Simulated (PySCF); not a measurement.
## Spinor energies of Xe³⁺ (xenon, charge +3)

Start: [Kr] 4d10 5s2 5p3; 5p1/2 filled at m_j = -1/2, +1/2; 5p3/2 filled at m_j = +3/2. Calculated with PySCF 2.14 in x2c-TZVPall-2c (8s9p5d2f, 74 functions): generalised Hartree-Fock with the X2C-1e Hamiltonian and a Gaussian nucleus; one run each with spin-orbit coupling (SO) switched off, then screened by Boettger's factors.

```csv
spinor shell,electrons,"ε, spin-free (eV)","ε, screened SO (eV)",weight of nominal j (screened SO),"rms radius, screened SO (bohr)"
1s1/2,2,-34761.6,-34757.4,1.000,0.0305
2s1/2,2,-5540.4,-5539.1,1.000,0.124
2p1/2,2,-4967.8,-5193.8,1.000,0.107
2p3/2,4,-4967.8,-4866.3,1.000,0.112
3s1/2,2,-1203.6,-1203.1,1.000,0.326
3p1/2,2,-1014.2,-1058.3,1.000,0.318
3p3/2,4,-1014.2,-994.17,1.000,0.330
3d3/2,4,-733.94,-741.63,1.000,0.302
3d5/2,6,-733.94,-728.34,1.000,0.305
4s1/2,2,-262.66,-262.48,1.000,0.761
4p1/2,2,-199.98,-208.87,0.999,0.796
4p3/2,4,-199.98,-195.79,0.999,0.824
4d3/2,4,-105.77,-106.99,0.982,0.935
4d5/2,6,-105.77,-104.73,0.988,0.943
5s1/2,2,-55.970,-55.918,1.000,1.88
5p1/2,2,-43.305,-43.681,0.689,2.12
5p3/2,1,-43.305,-42.560,1.000,2.16
```

| quantity | spin-free | screened SO |
| --- | --- | --- |
| E (hartree) | -7440.09991 | -7442.51880 |
| M_J | 3/2 | 3/2 |
| ⟨J²⟩ | 3.751 | 3.760 |
| ⟨L²⟩ | 0.000 | 0.210 |
| ⟨S²⟩ | 3.751 | 3.526 |

Each row is a mean over spinors that exchange with the open shell spreads, by up to 8.326 eV (5s1/2).

Rows whose weight is well below 1 are mixtures of j = l ± 1/2: exchange outweighs spin-orbit coupling there, and the label is only the starting occupation.

Breit and QED terms are absent; they matter most for the inner s and p1/2 levels.

Densities and radii are taken from the X2C orbitals without a picture-change correction, which distorts them close to the nucleus.

Without spin-orbit coupling the j labels of p, d and f shells carry no meaning; the spin-free column gives the mean over the occupied spinors of each nl shell.
